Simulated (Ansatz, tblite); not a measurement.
Cost and result up the ladder for B₂As₃⁻ (the lowest singlet isomer of a short search) (5 atoms). The state is a singlet with charge -1. Geometry: PBE-D4/def2-SVPD.

```xyz
5

B     0.1785   -0.4648    0.4667
B     0.5482    0.6421   -0.8638
As   -1.1318    1.2791   -0.0747
As   -1.6424   -1.0320    0.7818
As    2.0474   -0.4244   -0.3099
```

Ansatz on 4 threads of Arm Neoverse N1 on a shared host; xTB runs through tblite on one thread. Times are rough, summed over both states, and most runs start from the orbitals of an earlier one. B2PLYP/def2-TZVPD serves as the yardstick here, not as an exact answer. Differences are given only for rows in sets of like size (and for xTB, whose basis is part of the method), since another set adds its own error. The other state is a triplet at its own geometry.

The 6-31G sets use Cartesian d functions. The xTB rows come from tblite. B3LYP takes the VWN-RPA correlation. Correlated methods freeze 29 core orbitals; core or outer-core shells of As are correlated, in sets that lack core-valence functions. The structure comes from a short search, and lower isomers may exist.

Run but left out: HF/6-31G (singlet: restricted singlet, unstable in another Hartree–Fock run and untested here); HF/def2-TZVPD (singlet: restricted singlet, unstable towards broken spin symmetry); MP2/def2-TZVPD (triplet: ⟨S²⟩ 2.20, where a pure state has 2.00).

Correlated methods converge slowly with the basis.

xTB has no spin-polarisation term.

| level | functions | triplet − singlet (eV) | difference from B2PLYP/def2-TZVPD (eV) | remarks |
| --- | --- | --- | --- | --- |
| PBE0-D4/def2-TZVPD | 236 | 0.24 | -0.16 | – |
| GFN2-xTB | 35 | 0.95 | 0.55 | – |
| B3LYP-D4/6-31G | 105 | 0.33 | – | – |
| r2SCAN-D4/def2-TZVPD | 236 | 0.20 | -0.21 | – |
| B2PLYP/def2-TZVPD | 236 | 0.41 | 0.00 | – |
| PBE-D4/def2-TZVPD (with forces) | 236 | 0.32 | -0.09 | HOMO above zero (triplet) |
| BHLYP-D4/def2-TZVPD | 236 | 0.22 | -0.19 | – |
| GFN1-xTB | 35 | 0.80 | 0.39 | – |

Task: Estimate how long each takes.

Result: GFN1-xTB 0.016 s; GFN2-xTB 0.017 s; B3LYP-D4/6-31G 7.5 s; PBE-D4/def2-TZVPD (with forces) 18 s; r2SCAN-D4/def2-TZVPD 39 s; PBE0-D4/def2-TZVPD 46 s; B2PLYP/def2-TZVPD 47 s; BHLYP-D4/def2-TZVPD 54 s. On shared hardware such times vary by a factor of up to 3.
